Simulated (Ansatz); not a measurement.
`O[SiH2]S[SiH2][SiH3]` + `OBF` → `FBO[SiH2][SiH3]` + `O[SiH2]S`  (ligand exchange at the Si–S bond)

Isolated molecules relaxed with PBE0-D4/def2-TZVP in Ansatz; ΔE leaves out vibrations. CBS: MP2 limit from def2 TZ/QZ plus the TZ coupled-cluster correction, frozen cores. This one scheme is used for every species. Functionals use def2-TZVPP. One conformer a species, not always the lowest.

`O[SiH2]S[SiH2][SiH3]`:

```xyz
13

O     2.727    1.386    0.856
Si    1.176    1.127    1.320
S    -0.260    1.831   -0.096
Si   -0.350    0.045   -1.283
Si   -1.866   -1.482   -0.369
H     3.015    1.014    0.021
H     0.995    1.909    2.560
H     0.920   -0.321    1.535
H     1.013   -0.552   -1.386
H    -0.771    0.460   -2.647
H    -3.219   -0.866   -0.353
H    -1.910   -2.731   -1.179
H    -1.468   -1.820    1.022
```

`OBF`:

Z-matrix (Å, degrees):
```
B
O 1 1.344
F 1 1.332 2 120.3
H 1 1.192 2 120.1 3 -180.0
H 2 0.963 1 113.4 3 -0.0
```

`FBO[SiH2][SiH3]`:

```xyz
11

F    -0.141   -1.671    1.351
B     0.308   -2.140    0.185
O     0.493   -1.311   -0.848
Si    0.296    0.324   -1.123
Si   -0.490    1.497    0.748
H     0.538   -3.308    0.095
H    -0.652    0.450   -2.260
H     1.621    0.842   -1.551
H     0.464    1.388    1.882
H    -1.826    0.999    1.164
H    -0.611    2.930    0.358
```

`O[SiH2]S`:

Z-matrix (Å, degrees):
```
Si
S 1 2.133
O 1 1.642 2 113.5
H 1 1.478 2 111.7 3 117.8
H 1 1.484 2 102.9 3 -122.0
H 2 1.344 1 94.6 3 -65.2
H 3 0.959 1 117.2 2 -51.2
```

CCSD(T)/CBS gives -17.5 kJ/mol.

Q: Another level gave -11.8 kJ/mol. Which?
A. PBE0/def2-TZVPP
B. PBE0-D4/def2-TZVPP
C. SCS-MP2/def2-TZVPP
D. HF/def2-TZVPP

A: A. PBE0 -11.8, SCS-MP2/def2-TZVPP -23.2, HF/def2-TZVPP -42.7, PBE0-D4 -7.0 kJ/mol.

Largest T1 diagnostic among the species: 0.013.

In def2-TZVPP, CCSD(T) changes the Hartree–Fock value by +22.1 kJ/mol (the triples alone add +4.5 kJ/mol) and MP2 by +27.6 kJ/mol. The D4 term adds +8.4 kJ/mol with B3LYP and +4.8 kJ/mol with PBE0; it sums over pairs of atoms, weighted by their polarisabilities, and B3LYP, whose exchange is more repulsive, gets the larger term.

B3LYP here is the variant with VWN-RPA as its local correlation; programs differ in this.
